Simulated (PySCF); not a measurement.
**DyI2 at several levels of theory**

Computed with PySCF 2.14.0 (density fitting, no spin-orbit coupling) at the geometry relaxed with PBE0:

```xyz
3
DyI2 (singlet in the valence; each metal's 4f electrons, 10 of them, lie in its core potential, out of spins and levels)
Dy    0.0000    0.0000    0.0716
I     2.9769    0.0000    0.0763
I    -2.9769    0.0000    0.0763
```

```
 level                                               basis    state  HOMO (eV)  gap (eV)  charge on Dy1 (e)  population of f-type functions on Dy1 (polarisation alone where 4f lies in the core)  dipole about the centre of mass (D)  largest force component (eV/Å)
  PBE0    Dy lcecp-0-SVP with ECP56, I def2-SVP with ECP28  singlet          –         –               0.79                                                                                  0.01                                 0.03                            0.00
r2SCAN                                            the same  singlet          –         –               0.78                                                                                  0.01                                 0.03                            0.05
  PBE0  Dy lcecp-0-TZVP with ECP56, I def2-TZVP with ECP28  singlet          –         –               1.09                                                                                  0.01                                 0.03                            0.03
```

In the lcecp rows the 4f levels are missing from HOMO and gap, and the state counts the valence alone.

Charges are Mulliken's, which hang on the basis. The relaxation used the grid (50, 194), these runs (75, 302) or, all-electron (x2c bases, spin-free X2C Hamiltonian), (99, 590).

What does wB97X with Dy lcecp-0-SVP with ECP56, I def2-SVP with ECP28 give here?

state singlet, charge on Dy1 (e) 0.79, population of f-type functions on Dy1 (polarisation alone where 4f lies in the core) 0.01, dipole about the centre of mass (D) 0.03, largest force component (eV/Å) 0.05. Time: 4.6 s on 2 threads of Arm Neoverse V2, with other jobs on the host, from an already converged density.

An lcecp potential fixes the number of 4f electrons, so in runs with it no electron can move into or out of that shell; real Dy(II) is rare or takes another configuration.
